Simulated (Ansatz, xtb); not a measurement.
# Relative energy of two isomers of C4H6BF3

Structure a: `C/C(=C\CF)B(F)F`, a singlet. Structure b: `FC/C=C/CB(F)F`, a singlet. Both are isolated molecules in the gas phase, relaxed with r2SCAN-D4/def2-SVP; the shapes shown needn't be the lowest conformers.

a (Å):

```yaml
atoms:
  - { symbol: C, position_ang: [-1.9800, 1.3615, 0.1176] }
  - { symbol: C, position_ang: [-1.7126, -0.0697, 0.5126] }
  - { symbol: C, position_ang: [-1.7815, -1.0768, -0.3887] }
  - { symbol: C, position_ang: [-2.1187, -0.8938, -1.8289] }
  - { symbol: B, position_ang: [-1.3479, -0.4324, 1.9716] }
  - { symbol: F, position_ang: [-2.1055, -2.0982, -2.4956] }
  - { symbol: F, position_ang: [-1.2563, 0.5002, 2.9131] }
  - { symbol: F, position_ang: [-1.1109, -1.6835, 2.3476] }
  - { symbol: H, position_ang: [-1.2848, 1.7024, -0.6699] }
  - { symbol: H, position_ang: [-1.8753, 2.0445, 0.9717] }
  - { symbol: H, position_ang: [-2.9999, 1.4873, -0.2871] }
  - { symbol: H, position_ang: [-1.5837, -2.1116, -0.0815] }
  - { symbol: H, position_ang: [-1.3967, -0.2082, -2.3170] }
  - { symbol: H, position_ang: [-3.1219, -0.4350, -1.9416] }
```

b (Å):

```xyz
14

C     0.3446    0.2042   -0.0850
C    -0.5221   -0.9503    0.2829
C    -1.3895   -1.5285   -0.5593
C    -2.2797   -2.6835   -0.2262
B    -2.1013   -3.9244   -1.1659
F     1.6799   -0.0989    0.1461
F    -1.6119   -3.8068   -2.3907
F    -2.4764   -5.1368   -0.7885
H     0.1006    1.0928    0.5278
H     0.2191    0.4695   -1.1498
H    -0.4235   -1.3166    1.3143
H    -1.4529   -1.1489   -1.5894
H    -3.3450   -2.3931   -0.3543
H    -2.1851   -2.9883    0.8292
```

Question: Estimate E(b) − E(a) at the level CCSD(T)/def2-SVP + ΔMP2/def2-TZVPP.

Answer: Too close to call at this level: CCSD(T)/def2-SVP + ΔMP2/def2-TZVPP gives E(b) − E(a) = +1.96 kcal/mol.

The same difference at several levels:

```csv
level,geometry,E(b) − E(a) (kcal/mol),departure from the last row (kcal/mol),"job, with rough time for the two"
GFN2-xTB,GFN2-xTB,+3.44,+1.49,"optimisation, 0.23 s"
HF/STO-3G,GFN2-xTB,+2.75,+0.79,"single point, 0.32 s"
r2SCAN-D4/def2-SVP//GFN2-xTB,GFN2-xTB,+3.68,+1.73,"single point, 3.4 s"
r2SCAN-D4/def2-SVP,r2SCAN-D4/def2-SVP,+3.30,+1.34,"optimisation, 37 s"
HF/def2-SVP,r2SCAN-D4/def2-SVP,+1.49,−0.46,part of the CCSD(T) run
MP2/def2-SVP,r2SCAN-D4/def2-SVP,+2.44,+0.48,part of the CCSD(T) run
CCSD(T)/def2-SVP,r2SCAN-D4/def2-SVP,+2.33,+0.38,single point
CCSD(T)/def2-SVP + ΔMP2/def2-TZVPP,r2SCAN-D4/def2-SVP,+1.96,,"single point, 93 s"
```

As drawn, both hold the same kinds of bond in the same numbers. Structure a has 1 methyl group, b 0.

The largest departure from CCSD(T)/def2-SVP + ΔMP2/def2-TZVPP is that of r2SCAN-D4/def2-SVP//GFN2-xTB, 1.73 kcal/mol. The last row adds to CCSD(T) the change of the MP2 difference between the two basis sets, here −0.38 kcal/mol.

With thermal terms from frequencies at re-optimised GFN2-xTB minima (ideal gas, soft modes damped towards free rotors, one conformer each, 298.15 K, 1 atm): on the last row, ΔE + ΔZPE = +1.81, ΔH = +1.77, ΔG = +1.70 kcal/mol.

The correlated steps freeze 8 core orbitals. Run with Ansatz 0.2.0, xtb 6.7.1; the last row on 4 threads of Arm Neoverse V2 on a shared host.
